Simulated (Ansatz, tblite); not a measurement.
Isomers of Hg$_{3}$S$_{3}$⁺ (doublet), found by a short tight-binding search and relaxed with r2SCAN-D4/def2-SVP in Ansatz.

In the def2 sets Hg takes a core potential; there is no spin–orbit coupling. The xTB rows come from tblite.

Run but left out: HF/def2-TZVP, PBE-QIDH/def2-TZVP, MP2/def2-TZVP (A: ⟨S²⟩ 1.12 to 1.44, where a pure state has 0.75).

A: At r2SCAN0-D4/def2-TZVP the charge 1 doublet is spin-contaminated (final ⟨S²⟩ up to 0.84, 0.75 for a pure state).

Other spin states weren't relaxed.

A:

```xyz
6

Hg    1.4263   -2.0719   -2.7966
Hg   -2.3307    1.7124    1.0908
Hg    0.5122    2.1167    1.8403
S     1.1805   -0.3608    1.2774
S    -0.4337   -0.9538    0.2702
S    -0.3546   -0.4425   -1.6821
```

B:

```xyz
6

Hg    0.275   -1.488    3.360
Hg   -1.030    1.434   -0.780
Hg   -1.856    3.299   -2.718
S     0.526   -1.694   -0.275
S     2.416   -1.388   -0.586
S    -0.330   -0.163    0.999
```

C:

```xyz
6

Hg   -0.924   -0.150   -0.889
Hg   -2.542    1.881   -1.855
Hg    1.330   -1.580    0.817
S     0.483    1.666    0.873
S     1.856    0.628    1.870
S    -0.203   -2.445   -0.816
```

**Question.** Estimate their order by electronic energy at PBE0-D4/def2-TZVP, counted from the lowest.

**Answer.** C (0.0) < B (6.8) < A (7.8), in kcal/mol.

**Question.** Do the other levels pick the same lowest one?

**Answer.** Not GFN1-xTB, GFN2-xTB. Energies above each level's lowest (kcal/mol):

```
               level     A    B     C
            GFN1-xTB   0.0  5.8  13.4
            GFN2-xTB   0.0  3.6  34.2
    PBE-D4/def2-TZVP   0.9  0.3   0.0
 r2SCAN-D4/def2-TZVP   7.0  5.8   0.0
   PBE0-D4/def2-TZVP   7.8  6.8   0.0
r2SCAN0-D4/def2-TZVP  11.0  9.6   0.0
```
Point groups (tolerance 0.1 Å): A not assigned, B not assigned, C Cs. Lower isomers may exist.
